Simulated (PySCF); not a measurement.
How methods differ on the ionisation energy of La(47+)

La(47+) [Ne] (1S) → La(48+) [He] 2s2 2p5 (2P), as a difference of total energies. All numbers are calculated (PySCF 2.14, the spin-free X2C one-electron Hamiltonian (Gaussian nucleus), in an even-tempered Gaussian basis (19 s from 24 bohr⁻², ratio 2.2; 12 p from 31 bohr⁻², ratio 2.2; 5 d from 130 bohr⁻², ratio 2.4; 5 f from 190 bohr⁻², ratio 2.4; 4 g from 280 bohr⁻², ratio 2.4)). Correlated levels: nothing frozen; virtual orbitals above 40 to 60 times the deepest correlated orbital energy dropped. The calculations carry no spin-orbit coupling.

| method | ionisation energy (eV) |
| --- | --- |
| UHF | 8814.0 |
| LDA | 8809.9 |
| PBE | 8810.7 |
| PBE0 | 8812.0 |
| r2SCAN | 8815.2 |
| revPBE | 8810.3 |
| BLYP | 8811.6 |
| MP2 (all electrons) | 8815.8 |
| SCS-MP2 (all electrons) | 8815.6 |

A first-order spin-orbit estimate (lowest level to lowest level, LS coupling) adds -136.3 eV.

For this ion Breit and QED terms and the two-electron picture change, all absent here, outweigh the differences among the correlated methods.

For comparison: 8669 ± 4 eV (theoretical estimate listed by NIST; NIST Atomic Spectra Database, ionization energies).
